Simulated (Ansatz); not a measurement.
A further run on `CN(C)c1ccc(/C=C/c2ccc(/C=C/c3ccc(/C=C/C#N)s3)s2)s1`.

```yaml
crystal:
  periodic: [false, false, false]
  atoms:
    - {symbol: C, position_ang: [-8.865914, -1.554072, -0.454010]}
    - {symbol: N, position_ang: [-7.438328, -1.801202, -0.509079]}
    - {symbol: C, position_ang: [-6.925651, -3.087258, -0.078919]}
    - {symbol: C, position_ang: [-6.597672, -0.720496, -0.562452]}
    - {symbol: C, position_ang: [-6.922719, 0.630628, -0.752732]}
    - {symbol: C, position_ang: [-5.779640, 1.461748, -0.788927]}
    - {symbol: C, position_ang: [-4.564610, 0.794517, -0.609533]}
    - {symbol: C, position_ang: [-3.251388, 1.353676, -0.577094]}
    - {symbol: C, position_ang: [-2.069886, 0.674826, -0.385004]}
    - {symbol: C, position_ang: [-0.766152, 1.272800, -0.344414]}
    - {symbol: C, position_ang: [-0.367904, 2.612795, -0.494361]}
    - {symbol: C, position_ang: [1.021762, 2.801097, -0.381618]}
    - {symbol: C, position_ang: [1.743610, 1.619709, -0.140986]}
    - {symbol: C, position_ang: [3.157437, 1.487981, 0.023821]}
    - {symbol: C, position_ang: [3.844171, 0.321000, 0.267060]}
    - {symbol: C, position_ang: [5.265613, 0.208993, 0.430389]}
    - {symbol: C, position_ang: [6.272981, 1.192873, 0.384032]}
    - {symbol: C, position_ang: [7.566405, 0.686490, 0.594693]}
    - {symbol: C, position_ang: [7.603992, -0.701215, 0.810368]}
    - {symbol: C, position_ang: [8.714502, -1.576603, 1.058381]}
    - {symbol: C, position_ang: [10.032763, -1.202007, 1.136532]}
    - {symbol: C, position_ang: [11.078822, -2.127391, 1.385355]}
    - {symbol: N, position_ang: [11.959242, -2.882699, 1.590977]}
    - {symbol: S, position_ang: [5.980158, -1.354608, 0.742503]}
    - {symbol: S, position_ang: [0.637254, 0.258457, -0.061502]}
    - {symbol: S, position_ang: [-4.860147, -0.934462, -0.387594]}
    - {symbol: H, position_ang: [-9.407881, -2.511779, -0.564841]}
    - {symbol: H, position_ang: [-9.183346, -1.076357, 0.503451]}
    - {symbol: H, position_ang: [-9.178141, -0.889357, -1.285680]}
    - {symbol: H, position_ang: [-7.664811, -3.877455, -0.310656]}
    - {symbol: H, position_ang: [-5.990736, -3.328780, -0.627765]}
    - {symbol: H, position_ang: [-6.698577, -3.123383, 1.013832]}
    - {symbol: H, position_ang: [-7.949780, 0.998748, -0.860461]}
    - {symbol: H, position_ang: [-5.823763, 2.550575, -0.935278]}
    - {symbol: H, position_ang: [-3.223232, 2.447640, -0.719259]}
    - {symbol: H, position_ang: [-2.111596, -0.419235, -0.243535]}
    - {symbol: H, position_ang: [-1.080873, 3.426994, -0.681716]}
    - {symbol: H, position_ang: [1.520216, 3.777233, -0.469448]}
    - {symbol: H, position_ang: [3.717865, 2.435030, -0.056398]}
    - {symbol: H, position_ang: [3.266534, -0.616205, 0.346928]}
    - {symbol: H, position_ang: [6.057334, 2.253952, 0.199370]}
    - {symbol: H, position_ang: [8.470891, 1.310599, 0.592441]}
    - {symbol: H, position_ang: [8.479191, -2.645082, 1.197286]}
    - {symbol: H, position_ang: [10.331995, -0.148709, 1.005826]}
basis:
  gaussian: {orbitals: def2-mTZVPP, fitting: {mean_field: def2-universal-jkfit}}
hamiltonian: {xc: {name: BLYP}, dispersion: d3bjatm}
scf: {omitted_lower_state_checks: [starts]}
output: {forces: true}
```

```sh
$ ansatz run in.yaml --threads 2 --pin off --events-out ev --progress --plain --max-ram 32768MiB --backend cuda --devices 0, --max-vram 18GiB
```

Shortened log:

```
Functional definition: BLYP
2437 factors; integrals over basis functions are off by at most 4.0e-1 eV
mean field evaluation 1: about -57467.2120 eV, gradient 1.8e2 eV
mean field evaluation 2: about -56813.6679 eV, gradient 4.8e2 eV
mean field evaluation 4: about -56150.4394 eV, gradient 4.1e2 eV
mean field evaluation 8: about -57552.1649 eV, gradient 1.0e-1 eV
mean field -57552.16156514 eV, -2115.0029272626 hartree, gradient 1.2e-5 eV, S^2 0.000000; 0 other end points of the search recorded, 0 dependent functions left out
reference -57552.16243635 eV, -2115.0029592791 hartree; 103, 103 occupied and 515, 515 virtual orbitals, 2437 factors
Total energy: -57555.58198399 eV, -2115.1286253370 hartree
Atom 0 force    -0.785151     0.091004     0.022811 eV/Å
Atom 1 force     0.144070     0.143429    -0.179742 eV/Å
Atom 2 force     0.242326    -0.718948     0.202790 eV/Å
Atom 3 force    -0.339235     0.345985    -0.011602 eV/Å
Atom 4 force    -0.261229    -0.024609    -0.032216 eV/Å
Atom 5 force     0.126482     0.257613    -0.012815 eV/Å
Atom 6 force     0.036942     0.522457    -0.069392 eV/Å
Atom 7 force     0.103380     0.184560    -0.015333 eV/Å
Atom 8 force    -0.149017    -0.152252     0.008525 eV/Å
Atom 9 force    -0.418907     0.366191    -0.093781 eV/Å
Atom 10 force    -0.198588     0.123603    -0.038525 eV/Å
Atom 11 force     0.172268     0.174388    -0.005394 eV/Å
Atom 12 force     0.311046     0.408215    -0.029048 eV/Å
Atom 13 force     0.180518     0.104922     0.005189 eV/Å
Atom 14 force    -0.214746    -0.059424    -0.013554 eV/Å
Atom 15 force    -0.192304     0.478783    -0.094022 eV/Å
Atom 16 force    -0.069285     0.223344    -0.041303 eV/Å
Atom 17 force     0.203498     0.086855     0.008123 eV/Å
Atom 18 force     0.504053     0.233488     0.015935 eV/Å
Atom 19 force     0.109128    -0.191896     0.039182 eV/Å
Atom 20 force    -0.059930     0.211388    -0.039337 eV/Å
Atom 21 force     0.490667    -0.438634     0.116829 eV/Å
Atom 22 force    -0.621386     0.544081    -0.146440 eV/Å
Atom 23 force    -0.227768    -0.545570     0.060004 eV/Å
Atom 24 force     0.063338    -0.575261     0.088466 eV/Å
Atom 25 force     0.332937    -0.439338     0.077716 eV/Å
Atom 26 force     0.184693     0.276096     0.036970 eV/Å
Atom 27 force     0.121456    -0.144418    -0.257491 eV/Å
Atom 28 force     0.120546    -0.198990     0.232791 eV/Å
Atom 29 force     0.206628     0.263806     0.066358 eV/Å
Atom 30 force    -0.301543     0.077558     0.161677 eV/Å
Atom 31 force    -0.090836     0.045522    -0.314002 eV/Å
Atom 32 force     0.357495    -0.131459     0.038128 eV/Å
Atom 33 force     0.006286    -0.362103     0.046451 eV/Å
Atom 34 force     0.002298    -0.336969     0.046609 eV/Å
Atom 35 force     0.025171     0.357615    -0.045182 eV/Å
Atom 36 force     0.251175    -0.273729     0.064076 eV/Å
Atom 37 force    -0.169632    -0.321473     0.028167 eV/Å
Atom 38 force    -0.165034    -0.299384     0.026046 eV/Å
Atom 39 force     0.202513     0.299352    -0.024165 eV/Å
Atom 40 force     0.080578    -0.362578     0.063737 eV/Å
Atom 41 force    -0.311062    -0.205379    -0.000435 eV/Å
Atom 42 force     0.081732     0.340187    -0.042854 eV/Å
Atom 43 force    -0.085572    -0.378029     0.050052 eV/Å
Dipole moment:    -3.062434     0.535010    -0.315112 e Å
Checks for a lower state left out: starts
```

Run time 9.5 s (2 threads of AMD EPYC 7R13 on a shared host and a share (18 GiB) of an NVIDIA H100 80GB HBM3), peak host memory 1 GiB.
